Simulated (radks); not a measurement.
Task: These are the eigenvalues of the occupied orbitals of an atom or ion with whole-number occupations (eV). Calculated with a radial shooting solver on a logarithmic mesh with Libxc functionals: scalar-relativistic Kohn-Sham, LDA (Slater exchange, Perdew-Wang correlation), spin-polarised, spherical densities, finite nucleus; Fermi nuclear charge, rms radius of each element as measured or else 0.836 A^(1/3) + 0.57 fm.

| orbital | eigenvalue |
|---|---|
| 1s up | -24145.99 |
| 1s down | -24145.99 |
| 2s up | -3536.075 |
| 2s down | -3535.915 |
| 2p up | -3173.702 |
| 2p down | -3173.576 |
| 3s up | -646.4006 |
| 3s down | -646.2880 |
| 3p up | -527.2805 |
| 3p down | -527.1584 |
| 3d up | -337.4373 |
| 3d down | -337.2752 |
| 4s up | -97.0857 |
| 4s down | -96.4471 |
| 4p up | -62.9432 |
| 4p down | -62.2885 |
| 4d up | -15.1745 |
| 4d down | -14.5715 |

Which element is it, and in what charge state? The configuration may be excited. Open shells, if any, are filled with parallel spins first.

Result: Z = 46, palladium, charge +1: Pd+ in [Kr] 4d9. The list shows which subshells hold electrons but not how many an open one holds; the 1s level, -887.35 hartree, gives Z - s = 42.1 by -(Z - s)^2/2, which with screening and relativity narrows Z to a few neighbours, and the depths of the outer levels then fix element, charge and occupations together.
